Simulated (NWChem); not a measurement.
System: CrNH$_{3}$O$_{3}$; SMILES [NH2][Cr](=[O])(=[O])[OH]

NWChem input:

```
start job
memory heap 200 mb stack 900 mb global 1100 mb
geometry units angstroms noautosym nocenter noautoz
  Cr    -0.053054     0.038980     0.000000
  O      0.815912    -0.041123     1.267952
  O      0.815912    -0.041123    -1.267952
  O     -0.971096     1.521641     0.000000
  H     -0.458790     2.341365     0.000000
  N     -1.192350    -1.311745     0.000000
  H     -1.414453    -1.825713     0.848742
  H     -1.414453    -1.825713    -0.848742
end
basis spherical
  Cr library pcsseg-1
  O library pcsseg-1
  H library pcsseg-1
  N library pcsseg-1
end
dft
  xc bhlyp
  iterations 150
end
property
  shielding 6 1 2 4 5 6 7
end
task dft property
```

Coordinates come from a PBE0/def2-SVP optimisation. Not confirmed as a minimum by frequencies.

GIAO values for the isolated, static molecule; σ is the absolute isotropic shielding, δ = σ(reference) − σ with the isolated reference molecule computed at the same levels (1H: tetramethylsilane, 15N: ammonia, 17O: water).

Atoms are numbered as in the input.

Give the results of this calculation. (BHandHLYP/pcSseg-1, GIAO.) Quantities: σ Cr1 (ppm); δ O2 (ppm); δ O4 (ppm); δ H5 (ppm); δ N6 (ppm); δ H7 (ppm).

The σ Cr1 (ppm) is -3942.9. The δ O2 (ppm) is 1794.8 and the δ O4 (ppm) is 255.9. The δ H5 (ppm) is 4.27 and the δ N6 (ppm) is 329.2. The δ H7 (ppm) is 11.19.
